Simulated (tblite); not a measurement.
Species: C5H7O4 (charge -1).
Z-matrix (Å and degrees, GFN2-xTB geometry), rows numbered from 1:
```
C 
C   1  1.5252
C   2  1.5263  1  112.33
C   3  1.5514  2  113.16  1  -165.76
O   4  1.2760  3  118.80  2    20.11
O   4  1.2240  3  117.25  2  -163.39
O   2  1.4173  1  109.11  3  -120.06
C   7  1.4012  2  110.04  1  -160.07
O   8  1.2239  7  120.90  2    50.64
H   1  1.0874  2  110.03  3  -178.95
H   1  1.0881  2  109.92  3   -58.57
H   1  1.0880  2  109.75  3    61.56
H   2  1.1018  1  109.89  3   122.23
H   3  1.0913  2  111.67  1    71.99
H   3  1.0953  2  109.43  1   -48.10
H   8  1.1123  7  105.27  2  -166.80
```

Method: GFN2-xTB as coded in tblite; computed harmonic values from a numerical Hessian at the method's own geometry, unscaled. Against measured fundamentals such values can be off by several per cent, at times by over 20. One conformer, not necessarily the lowest.

Harmonic wavenumbers (cm⁻¹): 68.7, 89.3, 166.7, 199.4, 236.4, 272.2, 366.4, 401.1, 433.9, 499.4, 547.6, 593.4, 689.8, 770.5, 854.2, 880.3, 924.8, 951.7, 973.3, 1052.4, 1091.9, 1114.0, 1165.3, 1188.9, 1250.8, 1303.5, 1317.0, 1341.8, 1346.5, 1386.0, 1450.2, 1484.3, 1501.3, 1599.6, 1704.9, 2688.3, 2858.8, 2935.1, 2977.9, 3019.6, 3025.4, 3032.6.

A = 2247, B = 1623, C = 1062 MHz; mass 131.034 u (most abundant isotopes); point group C1, symmetry number 1.

Question: What is the zero-point energy?

Answer: Half the sum of the wavenumbers: 25878 cm⁻¹ = 73.99 kcal/mol.

Question: What is S at 298.15 K and 1 bar for an ideal gas of classical rigid rotors and harmonic oscillators?

Answer: Translation 40.55, rotation 28.81, vibration 22.16: S = 91.5 cal/(mol K).

Question: And Cp and H(298.15 K) − H(0)?

Answer: Cp = 33.39 cal/(mol K), of which vibrations give 25.44 (their classical limit is 42 R = 83.5); H(298.15 K) − H(0) = 6.05 kcal/mol without the zero-point energy, 3.68 from vibrations.

Question: Blend soft modes into free rotors: weight 1/[1 + (100 cm⁻¹/ν̃)⁴] for the oscillator and the rest for a rotor with moment μB/(μ + B), μ = h/(8π²ν), B = 10⁻⁴⁴ kg m². What vibrational entropy results?

Answer: 20.95 cal/(mol K) in place of 22.16, which changes −T·S at 298.15 K by +0.36 kcal/mol.

Question: What must be added to the electronic energy to get the Gibbs energy at 298.15 K and 1 bar?

Answer: ZPE + [H(298.15 K) − H(0)] − T·S = 73.99 + 6.05 − 27.29 = 52.75 kcal/mol.

Question: Which modes carry the vibrational entropy at 298.15 K?

Answer: 68.7 cm⁻¹: 4.19; 89.3 cm⁻¹: 3.68; 166.7 cm⁻¹: 2.47; 199.4 cm⁻¹: 2.14; 236.4 cm⁻¹: 1.83; 272.2 cm⁻¹: 1.58 cal/(mol K); the other 36 give 6.28 together.

Hindered rotation and anharmonicity are outside this model. Other conformers, if any are populated, would add a mixing term that is left out. The structure is chiral; the term R ln 2 for an equal mix with its mirror image is left out.
